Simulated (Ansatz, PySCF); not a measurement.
The pair A = C2H4 (SMILES C=C) (first 6 atoms), B = H4OSi (SMILES O[SiH3]); geometry from B3LYP-D3(BJ)/def2-TZVP.
(charge 0, multiplicity 1):
```tsv
atom	x (Å)	y (Å)	z (Å)
C	-0.3552	-0.4689	-0.0182
C	0.4663	0.5705	0.0029
H	-1.1645	-0.5394	-0.7351
H	-0.2469	-1.2837	0.6863
H	1.2720	0.6355	0.7235
H	0.3667	1.3942	-0.6938
O	0.6943	-0.9615	3.1659
Si	-0.3191	0.2315	3.7074
H	1.5662	-1.0299	3.5617
H	-0.4201	0.2004	5.1887
H	-1.6363	-0.0423	3.1053
H	0.1543	1.5782	3.3077
```

Frozen-core correlation.

Codes used: Ansatz (an electronic-structure program) with Gaussian orbitals; PySCF for the dispersion terms. Values without a source in brackets are computed.

The monomers are drawn apart, rigid, along the line of their centres of mass. Counterpoise-corrected interaction energies (kcal/mol):

```csv
level,R = 4.617 Å,R = 5.686 Å
PBE/def2-TZVPPD,-0.4021,-0.1007
PBE-D3(BJ)/def2-TZVPPD,-0.9072,-0.2600
wB97M-V/def2-TZVPPD,-0.7124,-0.2254
CCSD(T)/aug-cc-pV(D+d)Z,-0.6704,-0.2045
```

R is the distance of the centres of mass. Find the local exponent m of E ∝ R⁻ᵐ between the two points.


m = ln(E₁/E₂)/ln(R₂/R₁): PBE/def2-TZVPPD 6.7; PBE-D3(BJ)/def2-TZVPPD 6.0; wB97M-V/def2-TZVPPD 5.5; CCSD(T)/aug-cc-pV(D+d)Z 5.7. For scale, two fixed dipoles give m = 3, dipole and quadrupole 4, quadrupoles 5, and dispersion or dipole-induced dipole 6 at long range; at these distances several terms mix, and what is left of overlap and damping shifts m, so it need not match one of them.
